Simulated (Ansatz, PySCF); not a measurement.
Isomers of CH3BSi. All species are isolated molecules in the gas phase. Strings in code marks are SMILES.

Quantity: electronic energy of isomers of CH3BSi relative to `B1C=[SiH]1`, in kcal/mol. The restricted reference of `B=C=[SiH2]` and `B1=C[SiH2]1` is unstable towards unrestricted orbitals.

Level 1: composite: frozen-core CCSD(T) with HF/cc-pVQZ and the correlation energy extrapolated as X^-3 from cc-pVTZ and cc-pVQZ, plus CCSDT(Q) minus CCSD(T) in cc-pVDZ // PBE0-D3(BJ)/def2-TZVP (Ansatz, an electronic-structure program)
Level 2: PBE-D3(BJ)/def2-TZVP // PBE0-D3(BJ)/def2-TZVP (PySCF)
Level 3: B3LYP/LANL2DZ // PBE0-D3(BJ)/def2-TZVP (PySCF)
Level 4: HF/STO-3G // PBE0-D3(BJ)/def2-TZVP (PySCF)

```csv
species,level 2,level 3,level 4
`B1=C[SiH2]1`,24.1,34.2,43.3
`B=C=[SiH2]`,12.0,4.99,24.8
```

What does level 1 give for each?


- `B1=C[SiH2]1`: 20.8
- `B=C=[SiH2]`: 9.87
